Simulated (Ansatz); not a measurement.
The same redistribution along the group O, S, Se, Te.

Calculated with Ansatz (gas phase, PBE0-D4/def2-TZVP geometries, no zero-point term in ΔE). CCSD(T)/CBS adds triple-zeta CCSD(T) − MP2 to the extrapolated MP2 energy (def2 sets, frozen cores). DFT in def2-TZVPP. def2 core potentials past Kr. For Se, Sn, Te outer-core shells are correlated without core-valence functions, which leaves a few kJ/mol of doubt a bond. Scalar relativity is left out up to krypton. Each species was taken in one conformer, which may not be the lowest.

| reaction | CCSD(T)/CBS(def2) (kJ/mol) |
| --- | --- |
| silanol + `[CH3][SnH2][CH2]Cl` → `O[SiH2]CCl` + `[CH3][SnH3]` | ? |
| `[SiH3]S` + `[CH3][SnH2][CH2]Cl` → `S[SiH2]CCl` + `[CH3][SnH3]` | -15 |
| `[SiH3][SeH]` + `[CH3][SnH2][CH2]Cl` → `ClC[SiH2][SeH]` + `[CH3][SnH3]` | -15 |
| `[SiH3][TeH]` + `[CH3][SnH2][CH2]Cl` → `ClC[SiH2][TeH]` + `[CH3][SnH3]` | -15 |

(1) Fill in the missing values. (An estimate is asked.)

Largest T1 diagnostic: 0.012, for `[CH3][SnH3]`.

Answers

(1) Computed: silanol + `[CH3][SnH2][CH2]Cl` → `O[SiH2]CCl` + `[CH3][SnH3]`: -19.4 kJ/mol.
